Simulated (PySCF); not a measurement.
Method: PBE-D3(BJ)/def2-TZVP // PBE0-D4/def2-TZVP (PySCF). All species are isolated molecules in the gas phase. One relaxed conformer stands for a flexible species; it need not be the lowest. Excitations are Tamm–Dancoff values on a coarser integration grid. The basis has no diffuse functions, so Rydberg states are missing or too high.

Reference species (SMILES): `[CH3][In]([CH3])[SH]` (C–In–S–H torsion 0°) (neutral, multiplicity 1).

```json
{
 "LUMO": "-1.65 eV",
 "HOMO–LUMO gap": "4.21 eV",
 "T1 excitation (TDA)": "3.97 eV"
}
```

Changed species: `[CH3][In]([CH3])[CH3]` (0 of 3 CH3 replaced by SH; the reference has 1 of 3 CH3 replaced by SH).

Task: What does the change do to the LUMO, HOMO–LUMO gap and T1 excitation (TDA)?

Result: the LUMO rises by 0.07 eV, to -1.58 eV; the HOMO–LUMO gap increases by 0.06 eV, to 4.27 eV; the T1 excitation (TDA) goes up by 0.16 eV, to 4.13 eV.
